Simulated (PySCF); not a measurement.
C6H17Si2Te (SMILES [CH2][Si](C)(C)[Te][Si](C)(C)C), doublet, at a GFN2-xTB geometry (all electrons, no relativity). Base run: TPSS/STO-3G (PySCF).

The PySCF input:
```python
from pyscf import gto, scf, dft

mol = gto.Mole()
mol.atom = '''
    C    -1.579253   -2.204025    1.012695
    Si   -1.926245   -0.747118   -0.024383
    C    -3.514884    0.170460    0.468674
    C    -1.932300   -1.125837   -1.888104
    Te   -0.110385    0.998078    0.527943
    Si    1.923619   -0.173332   -0.392797
    C     3.384845    0.985907   -0.013642
    C     2.210343   -1.849645    0.465871
    C     1.843448   -0.446843   -2.278660
    H    -1.747030   -2.191609    2.075663
    H    -0.965251   -3.019768    0.671831
    H    -4.387854   -0.451848    0.302596
    H    -3.642035    1.087465   -0.098317
    H    -3.488377    0.432678    1.520710
    H    -2.879174   -1.564103   -2.185742
    H    -1.151816   -1.837681   -2.134051
    H    -1.773633   -0.234065   -2.486720
    H     3.473241    1.168706    1.052354
    H     4.323408    0.561999   -0.357056
    H     3.257572    1.947112   -0.501378
    H     2.236909   -1.735950    1.544982
    H     3.149274   -2.298108    0.155828
    H     1.414529   -2.548023    0.228442
    H     1.085698   -1.178510   -2.539242
    H     1.605150    0.475072   -2.800254
    H     2.792968   -0.807235   -2.663186
'''
mol.basis = 'sto-3g'
mol.charge = 0
mol.spin = 1
mol.verbose = 4
mol.build()

mf = dft.UKS(mol)
mf.xc = 'tpss'
mf.kernel()
mf.analyze()
```

The base run was repeated with changes; each row names its change, and settings that it needs were set with it.

| change | E (Eh) | HOMO (eV) | dipole (D) | <S^2> | core-seconds (rough) | outcome |
|---|---|---|---|---|---|---|
| base | -7357.48205 | -2.48 | 2.71 | 0.755 | 70 | converged |
| functional = x3lyp | -7357.29429 | -3.18 | 2.78 | 0.755 | 50 | converged |
| functional = hf | -7352.81898 | -5.63 | 3.18 | 0.767 | 6 | converged |
| functional = wb97x_v | - | - | - | - | - | cut at the time limit |
| functional = wb97x | -7357.81181 | -5.71 | 3.15 | 0.757 | 100 | converged |
| functional = b3lyp; dispersion = d3bjm | -7357.74343 | -3.17 | 2.77 | 0.755 | 50 | converged |
| functional = scan | -7358.16453 | -2.52 | 2.88 | 0.757 | 80 | converged |
| functional = pw6b95 | -7360.62078 | -3.53 | 2.86 | 0.755 | 70 | converged |
| functional = blyp | -7357.23932 | -2.12 | 2.54 | 0.754 | 50 | converged |
| functional = pbe0; dispersion = d4 | -7356.91625 | -3.36 | 2.97 | 0.756 | 60 | converged |
| functional = mn15 | -7350.68321 | -3.94 | 2.81 | 0.755 | 80 | converged |
| functional = camb3lyp | -7357.66932 | -4.64 | 2.97 | 0.756 | 100 | converged |

Total energies compare only within one method and basis.

Open shells are given as the SCF converged; they aren't shown to be the lowest states, and a large step between rows can be another state.
